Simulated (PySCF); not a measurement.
Work out the structure from these simulated measurements.

Formula: C10H17PSi.

| Item | Value |
| --- | --- |
| Rotational structure | rotational constants A, B, C: 1.634, 0.294, 0.287 GHz [PBE0-D3(BJ)/def2-SVP] |
| NMR, other nuclei | isotropic shieldings of nuclei other than C and H, by class: 337 (1 Si), 357 (1 P) ppm [GIAO B3LYP/pcSseg-1] |
| Dipole | 1.36 D [PBE0/def2-SVPD] |
| 1H NMR | chemical shifts (computed TMS as zero) by class: 7.54 (2 H), 7.28 (2 H), 7.25 (1 H), 4.07 (1 H), 0.80 (2 H), 0.11 (9 H) ppm [GIAO B3LYP/pcSseg-1] |
| UV, strongest line | among the 10 lowest singlet transitions: S7 at 6.60 eV (188 nm, f = 0.502) [TDDFT PBE0/def2-SVPD] |
| Polarisability | 172.9 au [PBE0/def2-SVPD] |
| Triplet | lowest triplet excitation (Tamm–Dancoff): 3.92 eV [TDA PBE0/def2-SVPD] |
| UV, first state | lowest singlet excitation: 4.99 eV (249 nm, f = 0.093) [TDDFT PBE0/def2-SVPD] |
| 13C NMR | chemical shifts (computed TMS as zero) by class: 149.9 (1 C), 140.6 (2 C), 134.5 (2 C), 133.9 (1 C), 20.4 (1 C), -0.8 (3 C) ppm [GIAO B3LYP/pcSseg-1] |

Gas-phase values; electronic properties from PySCF, density fitting. Levels stand in brackets. The structure is a single PBE0-D3(BJ)/def2-SVP conformer in the gas phase; no vibrational or solvent corrections. Each NMR value is the plain mean over a class of atoms that symmetry, rotation or inversion makes alike.

Question: What is the compound? Reason from the data.

Answer: Numbering: `[CH3:1][Si:2]([CH3:3])([CH3:4])[CH2:5][PH:6][c:7]1[cH:8][cH:9][cH:10][cH:11][cH:12]1`. 10 carbons fall into 6 classes; from least to most shielded: substituted aromatic carbon [C7] (149.9 ppm), aromatic CH carbon [C8/C12] (140.6 ppm, 2 C), aromatic CH carbon [C9/C11] (134.5 ppm, 2 C), aromatic CH carbon [C10] (133.9 ppm), chain sp3 carbon bound to silicon [C5] (20.4 ppm), Si-methyl carbon [C1/C3/C4] (-0.8 ppm, 3 C, up to 2.6 ppm apart in this geometry). Hydrogen classes from least to most shielded: 2 H on the ortho carbons, C8/C12 (7.54 ppm), 2 H on the meta carbons, C9/C11 (7.28 ppm), 1 H on the para carbon, C10 (7.25 ppm), 1 H on a phosphine phosphorus, P6 (4.07 ppm), 2 H on an sp3 carbon bound to silicon, C5 (0.80 ppm, a mean of values up to 0.6 ppm apart in this geometry), 9 H on 3 Si-methyl carbons, C1/C3/C4 (0.11 ppm, a mean of values up to 0.7 ppm apart in this geometry). The other shieldings belong to: 337 ppm, four-coordinate silicon [Si2]; 357 ppm, phosphine phosphorus [P6]. S1 is mainly HOMO→LUMO (weight 0.90); the largest Löwdin shares of the orbital it empties are 0.48 on the phosphine phosphorus, 0.11 on the substituted aromatic carbon, 0.11 on the sp3 carbon bound to silicon and 0.06 on an aromatic CH carbon, of the orbital it fills 0.20 on the substituted aromatic carbon, 0.20 on an aromatic CH carbon, 0.12 on an aromatic CH carbon and 0.11 on an aromatic CH carbon. The optimised geometry has point group C1 and is an asymmetric top. Structure: `C[Si](C)(C)CPc1ccccc1`. The assignments are read from this structure; whether some other isomer fits the data as well wasn't checked.

Shape of the structure used: `[CH3:1][Si:2]([CH3:3])([CH3:4])[CH2:5][PH:6][c:7]1[cH:8][cH:9][cH:10][cH:11][cH:12]1`: C1–Si2–C5–P6 -178°, Si2–C5–P6–C7 171°, C5–P6–C7–C8 96°.
